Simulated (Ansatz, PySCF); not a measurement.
Pair of molecules: NH3 (SMILES N) (first 4 atoms) with H2 (SMILES [H][H]); geometry from B3LYP-D3(BJ)/def2-TZVP.
(charge 0, multiplicity 1):
```xyz
6

N     -0.1683    -0.1111     0.0589
H     -0.7180     0.6543    -0.3143
H      0.7483    -0.0650    -0.3713
H     -0.6037    -0.9744    -0.2452
H     -0.0091     0.0102     2.6694
H      0.0362     0.0447     3.4152
```

Basis-set superposition error: the interaction energy with monomers in their own basis, and in the dimer's basis (counterpoise).

Programs: Ansatz (a first-principles code); PySCF for 6-31G* rows. Each number belongs to the level named beside it.

```csv
level,uncorrected (kcal/mol),counterpoise (kcal/mol),difference
BLYP/def2-TZVPPD,-0.21,-0.12,0.09
r2SCAN/def2-TZVPPD,-0.45,-0.38,0.06
B3LYP/6-31G*,-1.40,-0.65,0.74
PBE0/def2-TZVPPD,-0.78,-0.72,0.06
CAM-B3LYP/def2-TZVPPD,-0.65,-0.59,0.06
wB97X-V/def2-TZVPPD,-0.77,-0.71,0.06
MP2/6-31G*,-1.10,-0.28,0.82
MP2/aug-cc-pVTZ,-0.67,-0.55,0.11
SCS-MP2/aug-cc-pVTZ,-0.50,-0.38,0.13
CCSD(T)/aug-cc-pVDZ,-0.85,-0.41,0.44
```

The error is largest for MP2/6-31G* (0.82 kcal/mol) and smallest for wB97X-V/def2-TZVPPD (0.06 kcal/mol).
